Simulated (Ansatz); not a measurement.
`C[Si](F)(S)Cl` and `C[Si](F)(Cl)[O][AlH2]` differ in one atom or group.

Ansatz, PBE0-D4/def2-TZVP geometries, multiplicity 1. Each molecule was computed in one conformer, which needn't be the lowest.

| property | `C[Si](F)(S)Cl` |
| --- | --- |
| LUMO energy (PBE0/def2-TZVPP) / eV | 0.20 |
| HOMO energy (B3LYP/def2-TZVPP) / eV | -7.69 |
| HOMO–LUMO gap (PBE0/def2-TZVPP) / eV | 8.16 |
| size of the dipole moment (ωB97M-V/def2-TZVPP) / D | 2.40 |
| HOMO–LUMO gap (ωB97M-V/def2-TZVPP) / eV | 12.12 |
| HOMO–LUMO gap (B3LYP/def2-TZVPP) / eV | 7.60 |

(1) Give the same properties after the change, and the shifts. (Estimate.)

## Answers

(1) Ansatz gave: 
| property | `C[Si](F)(Cl)[O][AlH2]` | shift |
| --- | --- | --- |
| LUMO energy (PBE0/def2-TZVPP) / eV | -1.35 | -1.55 |
| HOMO energy (B3LYP/def2-TZVPP) / eV | -8.40 | -0.71 |
| HOMO–LUMO gap (PBE0/def2-TZVPP) / eV | 7.24 | -0.92 |
| size of the dipole moment (ωB97M-V/def2-TZVPP) / D | 1.96 | -0.44 |
| HOMO–LUMO gap (ωB97M-V/def2-TZVPP) / eV | 11.05 | -1.07 |
| HOMO–LUMO gap (B3LYP/def2-TZVPP) / eV | 6.82 | -0.78 |

With PBE0 the HOMO falls by 0.63 eV and the LUMO falls by 1.55 eV, so the gap narrows by about 0.92 eV. PBE moves the HOMO by -0.57 eV and ωB97M-V by -0.64 eV. Dipoles are sizes alone; their direction can turn.

B3LYP here is the variant with VWN-RPA as its local correlation; programs differ in this.
